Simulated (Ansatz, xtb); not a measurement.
The molecule TaS, multiplicity 2 (lowest of 2S+1 = 2, 4, 6, 8 at CCSD(T)/def2-TZVPP on PBE0 minima; our sources give no spin for the ground state, which may be another). No spin–orbit coupling. The T1 diagnostic near the minimum is 0.063, so single-reference values are doubtful.

Seven points along R, fitted to fifth degree in 1/R; most abundant isotopes. In def2 and cc sets the state is the lowest found near the PBE0 minimum, followed along R.

Run with Ansatz (Gaussian basis) for Hartree–Fock, density functionals and correlated methods; xtb for the GFN methods. Each number belongs to the level named beside it. In def2 rows elements past Kr take small-core potentials, without spin–orbit coupling. The GFN methods have no spin term and hold the electronic entropy of 300 K.

### Question
What bond length and harmonic frequency does GFN1-xTB give?

### Answer
r_e = 2.193 Å, ω_e = 553 cm⁻¹.

### Question
What bond length and harmonic frequency does SVWN5/def2-TZVPP give?

### Answer
r_e = 2.101 Å, ω_e = 563 cm⁻¹.

### Question
What bond length and harmonic frequency does wB97X-V/def2-TZVPP give?

### Answer
r_e = 2.100 Å, ω_e = 586 cm⁻¹.

Ansatz is an electronic-structure program.
